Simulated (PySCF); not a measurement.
**Electron correlation in Re²⁺ (rhenium, charge +2)**

[Xe] 4f14 5d4 6s1, high-spin 6D determinant (an excited configuration). Calculation: PySCF 2.14, in def2-QZVPPD with the def2 core potential (60 electrons) (7s6p4d4f2g, 91 functions); a scalar-relativistic core potential. Frozen: 5s2 5p6; 5 electrons correlated.

```csv
level,correlation energy (mhartree)
CCSD,-57.56
(T),-0.87
CCSD(T),-58.43
```

Diagnostics: T1 = 0.0028, D1 = 0.0086, largest double amplitude 0.019.

**Question.** Is a single reference adequate?

**Answer.** Yes, within this model without spin-orbit coupling: T1 lies below 0.03 and no double amplitude reaches 0.07.
